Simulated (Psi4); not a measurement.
FS (SMILES F[S]), doublet, geometry from GFN2-xTB; SVWN/cc-pVDZ in Psi4.

Input for Psi4:
```
memory 2 GB

molecule mol {
0 2
  S    -0.000000   -0.000000   -0.585537
  F     0.000000    0.000000    1.040954
}

set basis cc-pvdz
set reference uks

energy('svwn')
print_variables()
```

Question: Write the output that Psi4 gives for this input, abridged.

Answer: 
```
   => Loading Basis Set <=

    Name: CC-PVDZ
    Role: ORBITAL
    Keyword: BASIS

         ---------------------------------------------------------
                                   SCF
               by Justin Turney, Rob Parrish, Andy Simmonett
                          and Daniel G. A. Smith
                              UKS Reference
         ---------------------------------------------------------

  ==> Geometry <==

    Molecular point group: c2v
    Full point group: C_inf_v

    Geometry (in Angstrom), charge = 0, multiplicity = 2:

       Center              X                  Y                   Z               Mass
    ------------   -----------------  -----------------  -----------------  -----------------
         S            0.000000000000     0.000000000000    -0.606247678885    31.972071174400
         F            0.000000000000     0.000000000000     1.020243321115    18.998403162730

  Running in c2v symmetry.

  Rotational constants: A = ************  B =      0.53472  C =      0.53472 [cm^-1]
  Rotational constants: A = ************  B =  16030.41165  C =  16030.41165 [MHz]
  Nuclear repulsion =   46.850255142192601

  Charge       = 0
  Multiplicity = 2
  Electrons    = 25
  Nalpha       = 13
  Nbeta        = 12

  ==> Algorithm <==

  SCF Algorithm Type is DF.
  DIIS enabled.
  MOM disabled.
  Fractional occupation disabled.
  Guess Type is SAD.
  Energy threshold   = 1.00e-06
  Density threshold  = 1.00e-06
  Integral threshold = 1.00e-12

  ==> Primary Basis <==

  Basis Set: CC-PVDZ
    Blend: CC-PVDZ
    Number of shells: 14
    Number of basis functions: 32
    Number of Cartesian functions: 34
    Spherical Harmonics?: true
    Max angular momentum: 2

  ==> DFT Potential <==

   => LibXC <=

    Version 7.1.2
    S. Lehtola, C. Steigemann, M. J. T. Oliveira, and M. A. L. Marques,  SoftwareX 7, 1–5 (2018) (10.1016/j.softx.2017.11.002)

   => Composite Functional: SVWN <=

    Slater exchange
    Vosko, Wilk & Nusair (VWN5_RPA)
    P. A. M. Dirac,  Math. Proc. Cambridge Philos. Soc. 26, 376 (1930) (10.1017/S0305004100016108)
    F. Bloch,  Z. Phys. 57, 545 (1929) (10.1007/BF01340281)
    S. H. Vosko, L. Wilk, and M. Nusair,  Can. J. Phys. 58, 1200 (1980) (10.1139/p80-159)

    Deriv               =              1
    GGA                 =          FALSE
    Meta                =          FALSE

    Exchange Hybrid     =          FALSE
    MP2 Hybrid          =          FALSE

   => Exchange Functionals <=

    1.0000         XC_LDA_X

   => Correlation Functionals <=

    1.0000   XC_LDA_C_VWN_RPA

   => LibXC Density Thresholds  <==

    XC_LDA_C_VWN_RPA:  1.00E-15
    XC_LDA_X:  1.00E-15

   => Molecular Quadrature <=

    Radial Scheme          =       TREUTLER
    Pruning Scheme         =           NONE
    Nuclear Scheme         =       TREUTLER

    Blocking Scheme        =         OCTREE
    BS radius alpha        =              1
    Pruning alpha          =              1
    Radial Points          =             75
    Spherical Points       =            302
    Total Points           =          42115
    Total Blocks           =            381
    Max Points             =            256
    Max Functions          =             32
    Weights Tolerance      =       1.00E-15

   => Loading Basis Set <=

    Name: (CC-PVDZ AUX)
    Role: JKFIT
    Keyword: DF_BASIS_SCF

  ==> Integral Setup <==

  SCF_SUBTYPE=INCORE selected. In-core MEM_DF algorithm will be used.
  Using in-core AOs.

  ==> MemDFJK: Density-Fitted J/K Matrices <==

    J tasked:                   Yes
    K tasked:                    No
    wK tasked:                   No
    Algorithm:                 Core
    Schwarz Cutoff:           1E-12
    Mask sparsity (%):       0.0000
    Fitting Condition:        1E-10

   => Auxiliary Basis Set <=

  Basis Set: (CC-PVDZ AUX)
    Blend: CC-PVDZ-JKFIT
    Number of shells: 60
    Number of basis functions: 182
    Number of Cartesian functions: 211
    Spherical Harmonics?: true
    Max angular momentum: 3

  Minimum eigenvalue in the overlap matrix is 5.4529535936E-02.
  Reciprocal condition number of the overlap matrix is 2.0852256112E-02.
    Using symmetric orthogonalization.

  ==> Pre-Iterations <==

  SCF Guess: Superposition of Atomic Densities via on-the-fly atomic UHF (no occupation information).

   -------------------------
    Irrep   Nso     Nmo
   -------------------------
     A1        16      16
     A2         2       2
     B1         7       7
     B2         7       7
   -------------------------
    Total      32      32
   -------------------------

  ==> Iterations <==

                           Total Energy        Delta E     RMS |[F,P]|

   @DF-UKS iter SAD:  -496.26368760827643   -4.96264e+02   0.00000e+00
    Occupation by irrep:
             A1    A2    B1    B2
    DOCC [     7,    0,    3,    2 ]
    SOCC [     0,    0,    0,    1 ]
    NA   [     7,    0,    3,    3 ]
    NB   [     7,    0,    3,    2 ]

   @DF-UKS iter   1:  -496.43530625907579   -1.71619e-01   1.16361e-02 DIIS/ADIIS
   @DF-UKS iter   2:  -496.41788780995915    1.74184e-02   1.73210e-02 DIIS/ADIIS
    Occupation by irrep:
             A1    A2    B1    B2
    DOCC [     7,    0,    2,    3 ]
    SOCC [     0,    0,    1,    0 ]
    NA   [     7,    0,    3,    3 ]
    NB   [     7,    0,    2,    3 ]

   @DF-UKS iter   3:  -496.44623089370930   -2.83431e-02   7.04578e-03 DIIS/ADIIS
    Occupation by irrep:
             A1    A2    B1    B2
    DOCC [     7,    0,    3,    2 ]
    SOCC [     0,    0,    0,    1 ]
    NA   [     7,    0,    3,    3 ]
    NB   [     7,    0,    3,    2 ]

   @DF-UKS iter   4:  -496.45309877614494   -6.86788e-03   2.79551e-03 DIIS/ADIIS
    Occupation by irrep:
             A1    A2    B1    B2
    DOCC [     7,    0,    2,    3 ]
    SOCC [     0,    0,    1,    0 ]
    NA   [     7,    0,    3,    3 ]
    NB   [     7,    0,    2,    3 ]

[...]
    SOCC [     0,    0,    1,    0 ]
    NA   [     7,    0,    3,    3 ]
    NB   [     7,    0,    2,    3 ]

   @DF-UKS iter  65:  -496.45417528598529   -2.48260e-04   1.74742e-03 DIIS/ADIIS
   @DF-UKS iter  66:  -496.45092646167518    3.24882e-03   3.83116e-03 DIIS/ADIIS
   @DF-UKS iter  67:  -496.44922713994038    1.69932e-03   4.55495e-03 DIIS/ADIIS
   @DF-UKS iter  68:  -496.44890338195120    3.23758e-04   4.68004e-03 DIIS/ADIIS
   @DF-UKS iter  69:  -496.44874352532321    1.59857e-04   4.74068e-03 DIIS/ADIIS
   @DF-UKS iter  70:  -496.44916159719230   -4.18072e-04   4.58054e-03 DIIS/ADIIS
   @DF-UKS iter  71:  -496.45260865105695   -3.44705e-03   2.94305e-03 DIIS/ADIIS
   @DF-UKS iter  72:  -496.45200642084916    6.02230e-04   3.28884e-03 DIIS/ADIIS
   @DF-UKS iter  73:  -496.45237552804292   -3.69107e-04   3.08157e-03 DIIS/ADIIS
    Occupation by irrep:
             A1    A2    B1    B2
    DOCC [     7,    0,    3,    2 ]
    SOCC [     0,    0,    0,    1 ]
    NA   [     7,    0,    3,    3 ]
    NB   [     7,    0,    3,    2 ]

   @DF-UKS iter  74:  -496.45159180965493    7.83718e-04   3.50712e-03 DIIS/ADIIS
   @DF-UKS iter  75:  -496.45196580908026   -3.73999e-04   3.31117e-03 DIIS/ADIIS
   @DF-UKS iter  76:  -496.45189042755447    7.53815e-05   3.35154e-03 DIIS/ADIIS
   @DF-UKS iter  77:  -496.45186347459526    2.69530e-05   3.36600e-03 DIIS/ADIIS
   @DF-UKS iter  78:  -496.45185835996085    5.11463e-06   3.36868e-03 DIIS/ADIIS
   @DF-UKS iter  79:  -496.45177322204518    8.51379e-05   3.41385e-03 DIIS/ADIIS
   @DF-UKS iter  80:  -496.45124390762788    5.29314e-04   3.68051e-03 DIIS/ADIIS
   @DF-UKS iter  81:  -496.45071107339220    5.32834e-04   3.93081e-03 DIIS/ADIIS
   @DF-UKS iter  82:  -496.45038047714240    3.30596e-04   4.07760e-03 DIIS/ADIIS
    Occupation by irrep:
             A1    A2    B1    B2
    DOCC [     7,    0,    2,    3 ]
    SOCC [     0,    0,    1,    0 ]
    NA   [     7,    0,    3,    3 ]
    NB   [     7,    0,    2,    3 ]

   @DF-UKS iter  83:  -496.45272933071448   -2.34885e-03   2.86899e-03 DIIS/ADIIS
   @DF-UKS iter  84:  -496.45272324074580    6.08997e-06   2.87284e-03 DIIS/ADIIS
    Occupation by irrep:
             A1    A2    B1    B2
    DOCC [     7,    0,    3,    2 ]
    SOCC [     0,    0,    0,    1 ]
    NA   [     7,    0,    3,    3 ]
    NB   [     7,    0,    3,    2 ]

   @DF-UKS iter  85:  -496.45291464923474   -1.91408e-04   2.75100e-03 DIIS/ADIIS
    Occupation by irrep:
             A1    A2    B1    B2
    DOCC [     7,    0,    2,    3 ]
    SOCC [     0,    0,    1,    0 ]
    NA   [     7,    0,    3,    3 ]
    NB   [     7,    0,    2,    3 ]

   @DF-UKS iter  86:  -496.44580241653983    7.11223e-03   5.74009e-03 DIIS/ADIIS
    Occupation by irrep:
             A1    A2    B1    B2
    DOCC [     7,    0,    3,    2 ]
    SOCC [     0,    0,    0,    1 ]
    NA   [     7,    0,    3,    3 ]
    NB   [     7,    0,    3,    2 ]

   @DF-UKS iter  87:  -496.45414954614802   -8.34713e-03   1.77351e-03 DIIS/ADIIS
   @DF-UKS iter  88:  -496.45100368072161    3.14587e-03   3.79477e-03 DIIS/ADIIS
   @DF-UKS iter  89:  -496.45127789372333   -2.74213e-04   3.66328e-03 DIIS/ADIIS
   @DF-UKS iter  90:  -496.45050955941173    7.68334e-04   4.02062e-03 DIIS/ADIIS
    Occupation by irrep:
             A1    A2    B1    B2
    DOCC [     7,    0,    2,    3 ]
    SOCC [     0,    0,    1,    0 ]
    NA   [     7,    0,    3,    3 ]
    NB   [     7,    0,    2,    3 ]

   @DF-UKS iter  91:  -496.45412376786015   -3.61421e-03   1.79908e-03 DIIS/ADIIS
   @DF-UKS iter  92:  -496.45156843430470    2.55533e-03   3.51899e-03 DIIS/ADIIS
   @DF-UKS iter  93:  -496.45084876208830    7.19672e-04   3.86732e-03 DIIS/ADIIS
   @DF-UKS iter  94:  -496.45085691289330   -8.15081e-06   3.86357e-03 DIIS/ADIIS
   @DF-UKS iter  95:  -496.45112749448725   -2.70582e-04   3.73627e-03 DIIS/ADIIS
   @DF-UKS iter  96:  -496.45176315324716   -6.35659e-04   3.41862e-03 DIIS/ADIIS
   @DF-UKS iter  97:  -496.45240946365635   -6.46310e-04   3.06181e-03 DIIS/ADIIS
   @DF-UKS iter  98:  -496.45102495788649    1.38451e-03   3.78497e-03 DIIS/ADIIS
   @DF-UKS iter  99:  -496.45128001692274   -2.55059e-04   3.66273e-03 DIIS/ADIIS
    Occupation by irrep:
             A1    A2    B1    B2
    DOCC [     7,    0,    3,    2 ]
    SOCC [     0,    0,    0,    1 ]
    NA   [     7,    0,    3,    3 ]
    NB   [     7,    0,    3,    2 ]

   @DF-UKS iter 100:  -496.44584341662562    5.43660e-03   5.72822e-03 DIIS/ADIIS

PsiException: Could not converge SCF iterations in 100 iterations.

  Failed to converge.

Traceback (most recent call last):
  File "psi4", line 375, in <module>
  File "<string>", line 23, in <module>
  File "site-packages/psi4/driver/driver.py", line 533, in energy
  File "site-packages/psi4/driver/procrouting/proc.py", line 2760, in run_scf
  File "site-packages/psi4/driver/procrouting/proc.py", line 2047, in scf_helper
  File "site-packages/psi4/driver/procrouting/scf_proc/scf_iterator.py", line 93, in scf_compute_energy
  File "site-packages/psi4/driver/procrouting/scf_proc/scf_iterator.py", line 86, in scf_compute_energy
  File "site-packages/psi4/driver/procrouting/scf_proc/scf_iterator.py", line 609, in scf_iterate

psi4.driver.p4util.exceptions.SCFConvergenceError: Could not converge SCF iterations in 100 iterations.

Printing out the relevant lines from the Psithon --> Python processed input file:
      F     0.000000    0.000000    1.040954
    ""","mol")
    core.IO.set_default_namespace("mol")
    core.set_global_option("BASIS", "cc-pvdz")
    core.set_global_option("REFERENCE", "uks")
--> energy('svwn')
    print_variables()

!-------------------------------------------------------!
!                                                       !
!  Could not converge SCF iterations in 100 iterations. !
!                                                       !
!-------------------------------------------------------!
```

The run did not converge; its last values are not results.
